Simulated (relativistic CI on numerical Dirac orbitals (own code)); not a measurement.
# Level scheme of Al II

Computed by Dirac-Coulomb-Breit CI, orbitals from a KLI potential per configuration, QED by a radiative potential, valence Slater integrals scaled by 0.85, configuration energies shifted to the measured levels that pair with them (semi-empirical) (own radial code, finite nucleus).

Configuration list (outside the closed core [Ne]): 3s², 3s3p, 3p², 3s4s, 3s3d, 3s4p, 3s5s, 3s4d, 3s4f, 3d², 3p4s, 3p3d, 3s5p, 3s5d, 3s5f, 3s5g, 4s², 3d4s. Levels of other configurations are missing.

| No. | Configuration | Term | J | E (cm⁻¹) | % | Landé g | Lifetime (s) | jj configuration (%) |
| --- | --- | --- | --- | --- | --- | --- | --- | --- |
| 1 | 3s² | ¹S | 0 | 0.0 | 96 |  |  | closed (96) |
| 2 | 3s3p | ³P° | 0 | 37395.2 | 99 |  |  | 3s 3p1/2 (99) |
| 3 | 3s3p | ³P° | 1 | 37451.7 | 99 | 1.501 | 3.97e-04 | 3s 3p1/2 (66) |
| 4 | 3s3p | ³P° | 2 | 37566.9 | 99 | 1.501 | 2.77e+02 | 3s 3p3/2 (99) |
| 5 | 3s3p | ¹P° | 1 | 60015.0 | 94 | 1.000 | 6.52e-10 | 3s 3p3/2 (63) |
| 6 | 3p² | ¹D | 2 | 85981.2 | 52 | 1.000 | 9.90e-06 | 3p1/2 3p3/2 (35) |
| 7 | 3s4s | ³S | 1 | 91132.7 | 100 | 2.002 | 1.26e-09 | 3s 4s (100) |
| 8 | 3p² | ³P | 0 | 94084.9 | 99 |  | 7.48e-10 | 3p1/2^2 (67) |
| 9 | 3p² | ³P | 1 | 94143.6 | 99 | 1.501 | 7.46e-10 | 3p1/2 3p3/2 (99) |
| 10 | 3p² | ³P | 2 | 94257.5 | 99 | 1.501 | 7.44e-10 | 3p3/2^2 (66) |
| 11 | 3s4s | ¹S | 0 | 95492.3 | 99 |  | 1.85e-09 | 3s 4s (99) |
| 12 | 3s3d | ³D | 3 | 95548.3 | 100 | 1.334 | 8.32e-10 | 3s 3d5/2 (100) |
| 13 | 3s3d | ³D | 2 | 95550.2 | 100 | 1.167 | 8.30e-10 | 3s 3d3/2 (60) |
| 14 | 3s3d | ³D | 1 | 95551.7 | 100 | 0.499 | 8.29e-10 | 3s 3d3/2 (100) |
| 15 | 3s4p | ³P° | 0 | 105427.4 | 99 |  | 1.18e-08 | 3s 4p1/2 (99) |
| 16 | 3s4p | ³P° | 1 | 105441.6 | 99 | 1.501 | 1.18e-08 | 3s 4p1/2 (67) |
| 17 | 3s4p | ³P° | 2 | 105470.8 | 99 | 1.501 | 1.17e-08 | 3s 4p3/2 (99) |
| 18 | 3s4p | ¹P° | 1 | 107640.2 | 95 | 1.000 | 8.12e-09 | 3s 4p3/2 (64) |
| 19 | 3s3d | ¹D | 2 | 110278.5 | 44 | 1.000 | 7.42e-10 | 3s 3d5/2 (26) |
| 20 | 3p² | ¹S | 0 | 113175.8 | 91 |  | 8.76e-10 | 3p3/2^2 (62) |
| 21 | 3s5s | ³S | 1 | 119846.1 | 100 | 2.002 | 2.33e-09 | 3s 5s (100) |
| 22 | 3s4d | ³D | 3 | 121482.4 | 100 | 1.334 | 2.40e-09 | 3s 4d5/2 (100) |
| 23 | 3s4d | ³D | 2 | 121483.6 | 100 | 1.167 | 2.39e-09 | 3s 4d3/2 (60) |
| 24 | 3s4d | ³D | 1 | 121484.5 | 100 | 0.499 | 2.38e-09 | 3s 4d3/2 (100) |
| 25 | 3s5s | ¹S | 0 | 121613.5 | 99 |  | 2.20e-09 | 3s 5s (99) |
| 26 | 3s4f | ³F° | 2 | 123418.5 | 97 | 0.666 | 3.96e-09 | 3s 4f5/2 (97) |
| 27 | 3s4f | ³F° | 3 | 123420.5 | 97 | 1.083 | 3.96e-09 | 3s 4f5/2 (53) |
| 28 | 3s4f | ³F° | 4 | 123423.3 | 97 | 1.251 | 3.95e-09 | 3s 4f7/2 (97) |
| 29 | 3s4f | ¹F° | 3 | 123481.1 | 98 | 1.000 | 3.11e-09 | 3s 4f7/2 (54) |
| 30 | 3s5p‡ | ³P° | 0 | 126203.7 | 100 |  | 2.86e-08 | 3s 5p1/2 (100) |

Energies count from the lowest computed level; ° marks odd parity; lifetimes are radiative, by E1, M1, E2, M2, E3 decay to levels of this space only; some are left blank where a channel outside the calculation adds to the decay or the decay crosses a small, uncertain gap. Filled j subshells are mostly left out of the jj labels. ‡ marks configurations that were not tied to measured data.

The mean weight of the leading LS term, summed over parents, in these 30 levels is 95 %, and that of the leading jj configuration (from the same eigenvectors) 81 %, so LS coupling describes them better.

Configurations whose levels could be paired with our table of measured levels were shifted onto them, all but the ground configuration, by the median error of their levels; single terms can still be off by 1,000 to 2,000 cm⁻¹ or more, and rates follow the energies as ν³ (E1, M1) or ν⁵ (E2). The others borrow a shift and can be off by several thousand cm⁻¹ or more. The fine structure of a lone outer electron comes out too small, for d and f at times inverted, and misplaced configurations move strength between like terms. 27 of the 29 excited levels that our extract of the measured tables holds in this range could be paired (the sources list more); they are missed by 202 cm⁻¹ on average and 2207 at most, after the shifts were fitted to these levels, and levels without a partner can miss by more.

LS names give the leading component of a level, which can be under half, so a name can repeat, a term be missing and a line seem to break the LS rules.
